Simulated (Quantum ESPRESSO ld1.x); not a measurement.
Species: S1.1+. Configuration: [He] 2s2 2p5.9 3s2 3p3 (fractional occupations, a model configuration).

Calculated with ld1.x of Quantum ESPRESSO 7.5: scalar-relativistic Kohn-Sham, PBE, spin-unpolarised, spherical densities, point nucleus.

Energy parts (hartree):
| part | energy |
|---|---|
| total | -397.989 |
| kinetic | 399.535 |
| electron-nucleus | -941.637 |
| Hartree | 169.128 |
| exchange-correlation | -25.014 |

Orbitals (lengths in bohr, moments of r in powers of bohr; r(max) is where P^2 peaks):
[
 {"orbital": "1s", "occ.": "2", "eigenvalue (hartree)": "-89.0356", "r(max)": "0.064"},
 {"orbital": "2s", "occ.": "2", "eigenvalue (hartree)": "-8.3393", "r(max)": "0.387"},
 {"orbital": "2p", "occ.": "5.9", "eigenvalue (hartree)": "-6.3178", "r(max)": "0.325"},
 {"orbital": "3s", "occ.": "2", "eigenvalue (hartree)": "-1.0687", "r(max)": "1.38"},
 {"orbital": "3p", "occ.": "3", "eigenvalue (hartree)": "-0.6654", "r(max)": "1.53"}
]

The highest occupied level is 3p at -18.108 eV. Summed over all electrons, <r^2> = 20.32 bohr^2, which gives a Langevin (diamagnetic) susceptibility term of -16.1 x 10^-6 cm^3/mol.
